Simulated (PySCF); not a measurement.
# Basis and Hamiltonian dependence of the excitation energy of I

I [Kr] 4d10 5s2 5p5 (2P) → I [Kr] 4d10 5s1 5p6 (2S). Calculated with PySCF 2.14 from differences of total energies of unrestricted determinants, without spin-orbit coupling. Values in eV.

```
                                                                 basis       Hamiltonian  functions     UHF     PBE    PBE0  MP2 (valence)  CCSD(T) (valence)  CCSD(T) (valence and next inner shell)
                                          aug-cc-pVDZ-PP with ECP28MDF               ECP         32  12.663  10.428  11.006         10.855              8.641                                     n/a
               def2-TZVPPD with the def2 core potential (28 electrons)               ECP         59  12.717  10.481  11.054         10.946              8.253                                   8.530
                                                          x2c-TZVPPall     spin-free X2C         60  12.738  10.354  10.966         11.030                n/a                                   9.248
                                                       aug-cc-pVTZ-DK3     spin-free X2C         68  12.719  10.371  10.973         10.958              8.307                                     n/a
                                                          ANO-RCC-VTZP     spin-free X2C         68  12.720  10.360  10.964         10.994              9.560                                   9.776
               def2-QZVPPD with the def2 core potential (28 electrons)               ECP         91  12.734  10.484  11.060         10.914              8.241                                     n/a
                                          aug-cc-pVQZ-PP with ECP28MDF               ECP         92  12.732  10.476  11.055         10.927              8.270                                     n/a
                                        aug-cc-pwCVTZ-PP with ECP28MDF               ECP         96  12.738  10.483  11.062         10.973              8.316                                     n/a
                                                       aug-cc-pVQZ-DK3     spin-free X2C        102  12.725  10.375  10.977         10.935              8.274                                     n/a
                                              cc-pV5Z-PP with ECP28MDF               ECP        103  12.734     n/a     n/a         10.928              8.802                                     n/a
                                                          x2c-QZVPPall     spin-free X2C        112  12.728  10.380  10.982         10.949              8.800                                     n/a
aug-cc-pwCVTZ-DK3 with one added diffuse shell each of s, p, d, f type     spin-free X2C        125  12.729  10.382  10.984         10.980                n/a                                     n/a
                                                            dyall-av2z  non-relativistic        130  11.286   8.896   9.510          9.479              7.790                                     n/a
                                          aug-cc-pV5Z-PP with ECP28MDF               ECP        139  12.734  10.477  11.056         10.921                n/a                                     n/a
```

Frozen in the all-electron rows: valence and next inner shell: [Ar] 3d10; valence: [Kr] 4d10; with a core potential, the same shells as far as they lie outside it.

Non-relativistic rows lack the scalar-relativistic shift. The upper state lies above the first ionisation limit, where it may autoionise and the basis confines it.
